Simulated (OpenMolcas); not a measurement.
## OpenMolcas run: Mo+

Input:

```
&GATEWAY
Coord
1

Mo 0.0 0.0 0.0
Basis=ANO-R0
Group=XYZ
NoMove
AngMom=0.0 0.0 0.0
AMFI
&SEWARD
&RASSCF
FileOrb=start.orb
Symmetry=1
Spin=6
nActEl=5 0 0
Inactive=9 9
Ras2=6 0
CIRoot=6 6 1
SDav=6
CIMx=300
Iter=120 100
PrWF=0.3
OrbListing=Nothing
MaxOrb=0
Atom
>>> COPY $Project.JobIph JOB001
&RASSCF
FileOrb=start.orb
Symmetry=1
Spin=4
nActEl=5 0 0
Inactive=9 9
Ras2=6 0
CIRoot=59 59 1
SDav=84
CIMx=300
Iter=120 100
PrWF=0.3
OrbListing=Nothing
MaxOrb=0
Atom
>>> COPY $Project.JobIph JOB002
&RASSCF
FileOrb=start.orb
Symmetry=1
Spin=2
nActEl=5 0 0
Inactive=9 9
Ras2=6 0
CIRoot=53 53 1
SDav=210
CIMx=300
Iter=120 100
PrWF=0.3
OrbListing=Nothing
MaxOrb=0
Atom
>>> COPY $Project.JobIph JOB003
&RASSI
NrOfJobIphs=3 6 59 53
1 2 3 4 5 6
1 2 3 4 5 6 7 8 9 10 11 12 13 14 15 16 17 18 19 20 21 22 23 24 25 26 27
28 29 30 31 32 33 34 35 36 37 38 39 40 41 42 43 44 45 46 47 48 49 50 51
52 53 54 55 56 57 58 59
1 2 3 4 5 6 7 8 9 10 11 12 13 14 15 16 17 18 19 20 21 22 23 24 25 26 27
28 29 30 31 32 33 34 35 36 37 38 39 40 41 42 43 44 45 46 47 48 49 50 51
52 53
IphNames
JOB001
JOB002
JOB003
EJob
SpinOrbit
DIPRint=1.0
SOCoupling=1000.0
Subsets=2
MEES
Property=10
'ANGMOM' 1 'ANGMOM' 2 'ANGMOM' 3 'MLTPL  1' 1 'MLTPL  1' 2 'MLTPL  1' 3
'AMFI' 1 'AMFI' 2 'AMFI' 3 'MLTPL  2' 6
SOProperty=3
'ANGMOM' 1 'ANGMOM' 2 'ANGMOM' 3
```

Launched by
```bash
OMP_NUM_THREADS=1 MOLCAS_MEM=2252 MOLCAS_PROJECT=a pymolcas a.inp > a.log  # once for each step of the input, in one work folder
```

A driver script runs the steps one by one and writes start.orb anew before each from the orbitals found so far.

Output, cut to the results:

```
--- SEWARD ---
Basis set label: MO.ANO-R...5S3P2D.

      Electronic valence basis set:
      ------------------
      Associated Effective Charge  42.000000 au
      Associated Actual Charge     42.000000 au
      Nuclear Model: Finite nucleus - Gaussian distribution
        Gaussian exponent, Xi/bohr**(-2):  2.14585E+08

      Shell  nPrim  nBasis  Cartesian Spherical Contaminant
         s      23       5        X
         p      16       3        X
         d      12       2                 X
                  Relativistic X2C integrals
                  Atomic mean-field integrals
--- RASSCF ---
Wave function specifications:
      -----------------------------

      Number of closed shell electrons          36
      Number of electrons in active shells       5
      Max number of holes in RAS1 space          0
      Max nr of electrons in RAS3 space          0
      Number of inactive orbitals               18
      Number of active orbitals                  6
      Number of secondary orbitals               0
      Spin quantum number                      2.5
      State symmetry                             1
Orbital specifications:
      -----------------------

      Symmetry species                           1   2
                                                ag  au
      Frozen orbitals                            0   0
      Inactive orbitals                          9   9
      Active orbitals                            6   0
      RAS1 orbitals                              0   0
      RAS2 orbitals                              6   0
      RAS3 orbitals                              0   0
      Secondary orbitals                         0   0
      Deleted orbitals                           0   0
      Number of basis functions                 15   9
      Number of CSFs                             6
      Number of root(s) required                 6
      Iter CI   SX   CI       RASSCF       Energy    max ROT     max BLB   max BLB  Level Ln srch  Step   QN
          iter iter root      energy       change     param      element    value   shift minimum  type update
 Nr of preliminary CI iterations:   1
      Total energies have been shifted. Add                -4000.00 au
        1   1    1    0   -45.93529856    0.00E+00   0.00E+00    3  15 1 -2.76E-08   0.00   0.00    SX    NO
        2   1    1    0   -45.93529856    0.00E+00   0.00E+00    3  15 1 -2.76E-08   0.00   0.00    SX    NO
        3   1    1    0   -45.93529856   -3.64E-12   0.00E+00    3  15 1 -2.76E-08   0.00   0.00    SX    NO
        4   1    1    0   -45.93529856   -4.55E-13   0.00E+00    3  15 1 -2.76E-08   0.00   0.00    SX    NO
      Convergence after  4 iterations
        5   1    1    0   -45.93529856    5.91E-12   0.00E+00    3  15 1 -2.76E-08   0.00   0.00    SX    NO
      Natural orbitals and occupation numbers for root  1
      sym 1:   1.000000   1.000000   1.000000   1.000000   1.000000   0.000000
      Natural orbitals and occupation numbers for root  2
      sym 1:  -0.000000   1.000000   1.000000   1.000000   1.000000   1.000000
      Natural orbitals and occupation numbers for root  3
      sym 1:   1.000000   1.000000   0.000000   1.000000   1.000000   1.000000
::    RASSCF root number  1 Total energy:  -4046.00416722
::    RASSCF root number  2 Total energy:  -4045.92152483
::    RASSCF root number  3 Total energy:  -4045.92152483
::    RASSCF root number  4 Total energy:  -4045.92152483
::    RASSCF root number  5 Total energy:  -4045.92152483
::    RASSCF root number  6 Total energy:  -4045.92152483
--- RASSCF ---
Wave function specifications:
      -----------------------------

      Number of closed shell electrons          36
      Number of electrons in active shells       5
      Max number of holes in RAS1 space          0
      Max nr of electrons in RAS3 space          0
      Number of inactive orbitals               18
      Number of active orbitals                  6
      Number of secondary orbitals               0
      Spin quantum number                      1.5
      State symmetry                             1
Orbital specifications:
      -----------------------

      Symmetry species                           1   2
                                                ag  au
      Frozen orbitals                            0   0
      Inactive orbitals                          9   9
      Active orbitals                            6   0
      RAS1 orbitals                              0   0
...
--- RASSI ---
SPIN-FREE ENERGIES:
  (Shifted by EMIN (a.u.) =      -4046.0041672169)

 SF State       Relative EMIN(au)   Rel lowest level(eV)    D:o, cm**(-1)      L_eff

     1             0.0000000000        0.0000000000              0.0000         0.0
     2             0.0826423830        2.2488138046          18137.9065         2.0
     3             0.0826423830        2.2488138046          18137.9065         2.0
     4             0.0826423830        2.2488138046          18137.9065         2.0
     5             0.0826423830        2.2488138046          18137.9065         2.0
     6             0.0826423830        2.2488138046          18137.9065         2.0
     7             0.0919630854        2.5024430370          20183.5643         4.0
     8             0.0919630854        2.5024430370          20183.5643         4.0
     9             0.0919630854        2.5024430370          20183.5643         4.0
    10             0.0919630854        2.5024430370          20183.5643         4.0
    11             0.0919630854        2.5024430370          20183.5643         4.0
    12             0.0919630854        2.5024430370          20183.5643         4.0
    13             0.0919630854        2.5024430370          20183.5643         4.0
    14             0.0919630854        2.5024430370          20183.5643         4.0
    15             0.0919630854        2.5024430370          20183.5643         4.0
    16             0.1022205875        2.7815638893          22434.8258         1.0
    17             0.1022205875        2.7815638893          22434.8258         1.0
    18             0.1022205875        2.7815638893          22434.8258         1.0
    19             0.1043558033        2.8396660709          22903.4515         2.0
    20             0.1043558033        2.8396660709          22903.4515         2.0
    21             0.1043558033        2.8396660709          22903.4515         2.0
...
```

Levels above the lowest, from the spin-orbit matrix, grouped by J:

```
Configuration  Term     J  E (eV)  Measured (eV)      g  Term weight %    Second
          4d⁵    ⁶S   5/2  0.0000         0.0000  2.001            100          
       4d⁴ 5s    ⁶D   1/2  2.1399         1.4610  3.332             99          
       4d⁴ 5s    ⁶D   3/2  2.1664         1.4920  1.868             99          
       4d⁴ 5s    ⁶D   5/2  2.2081         1.5395  1.658            100          
       4d⁴ 5s    ⁶D   7/2  2.2619         1.5994  1.588            100          
       4d⁴ 5s    ⁶D   9/2  2.3244         1.6689  1.556            100          
          4d⁵    ⁴G   5/2  2.4901         1.8845  0.575             99          
          4d⁵    ⁴G   7/2  2.5004         1.9007  0.986             99          
          4d⁵    ⁴G  11/2  2.5058         1.9152  1.273            100          
          4d⁵    ⁴G   9/2  2.5072         1.9128  1.172            100          
          4d⁵    ⁴P   5/2  2.7036                 1.511             61     37 ⁴D
          4d⁵    ⁴P   3/2  2.7107                 1.531             62     38 ⁴D
          4d⁵    ⁴P   1/2  2.7404                 1.921             71     28 ⁴D
          4d⁵    ⁴D   7/2  2.8545                 1.427             99          
          4d⁵    ⁴D   1/2  2.8560                 0.747             72     28 ⁴P
          4d⁵    ⁴D   3/2  2.9012                 1.399             62     37 ⁴P
          4d⁵    ⁴D   5/2  2.9190                 1.452             62     36 ⁴P
          4d⁵    ²I  11/2  3.6660                 0.927             97      3 ²H
          4d⁵    ²I  13/2  3.6868                 1.077            100          
          4d⁵    ²D   5/2  3.7909                 1.102             66  28 ²F(1)
          4d⁵    ²D   3/2  3.8636                 0.755             86     12 ⁴F
          4d⁵    ⁴F   9/2  4.0252                 1.304             87     12 ²G
          4d⁵    ⁴F   7/2  4.0399                 1.224             93      3 ²G
          4d⁵    ⁴F   5/2  4.0559                 1.027             94   2 ²F(1)
```

Against the 9 measured excited levels shown (NIST Handbook of Basic Atomic Spectroscopic Data) the mean absolute deviation is 5100 cm-1; the largest miss in energy is 4d⁴ 5s ⁶D_1/2: computed 2.1399, measured 1.4610 eV (+46.5 %).

Without dynamic correlation excited terms often stand tens of per cent too high (terms of higher spin than the ground term too low), and those without a measured partner can miss by more than the paired ones. Configurations are named by rounded mean occupations; where the s occupation lies near a half they are strongly mixed, a name can repeat and a true partner stay unpaired. A single d shell beside an s shell can misplace configurations of different d count against each other. Computed and measured levels are paired by configuration, term and J; levels that our copy of the source lacks, or whose pairing is in doubt (as where it misses far off the trend of its configuration), stay unpaired and out of the deviations. Levels of configurations outside the active space are missing. The first state left out of the spin-orbit step lies near 43000 cm-1 above the lowest spin-free state of the reference (among the parities and spins computed), and the list stops at four fifths of that energy or lower. The table shows the lowest 24 of 33 levels.

The term weight is that of the spin-free term in the level, not the purity of its configuration. A number in round brackets counts repeated terms of one configuration in the order of the reference energies.
